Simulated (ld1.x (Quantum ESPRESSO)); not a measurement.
# u(r) = r·R(r): atom against pseudo-atom (Co (Z = 27))

Columns: radius, all-electron u(r) and pseudo u(r) of the 4s shell (level -6.30 eV) of cobalt in the configuration [Ar] 3d7 4s1.5 4p0.5; LDA (PZ), scalar-relativistic, PAW scheme, ld1.x (Quantum ESPRESSO) 7.5.

| r (bohr) | all-electron | pseudo |
| --- | --- | --- |
| 0.190 | -0.1676 | -0.0821 |
| 0.380 | 0.1317 | -0.1630 |
| 0.570 | 0.2838 | -0.2416 |
| 0.760 | 0.1961 | -0.3168 |
| 0.950 | 0.0105 | -0.3873 |
| 1.140 | -0.1825 | -0.4519 |
| 1.330 | -0.3459 | -0.5091 |
| 1.520 | -0.4701 | -0.5578 |
| 1.710 | -0.5565 | -0.5969 |
| 1.900 | -0.6107 | -0.6253 |
| 2.090 | -0.6388 | -0.6422 |
| 2.280 | -0.6469 | -0.6471 |
| 2.470 | -0.6399 | -0.6399 |
| 2.660 | -0.6218 | -0.6218 |
| 2.850 | -0.5959 | -0.5959 |
| 3.040 | -0.5649 | -0.5649 |
| 3.230 | -0.5308 | -0.5308 |
| 3.420 | -0.4951 | -0.4951 |
| 3.610 | -0.4589 | -0.4589 |
| 3.800 | -0.4231 | -0.4231 |
| 3.990 | -0.3884 | -0.3884 |
| 4.180 | -0.3551 | -0.3551 |
| 4.370 | -0.3235 | -0.3235 |
| 4.560 | -0.2939 | -0.2939 |
| 4.750 | -0.2663 | -0.2663 |
| 4.940 | -0.2407 | -0.2407 |

Problem. How many radial nodes do the two functions have?

Solution. The all-electron 4s function has n − l − 1 = 3 (the table is too coarse to show those close to the nucleus); the pseudo-wave has 0, since the states of the same l below it are removed with the core.

Problem. At about which radius was the pseudo-wave matched?

Solution. 2.40 bohr, where the columns begin to agree (steps of 0.19 bohr).

Problem. Where does each function peak?

Solution. Outermost all-electron maximum near 2.28 bohr, pseudo maximum near 2.28 bohr (to the table’s step).

Problem. Is the pseudo-wave norm-conserving?

Solution. No, it belongs to a PAW set: the norm inside the radius is not constrained, and the difference is carried by the augmentation charge.
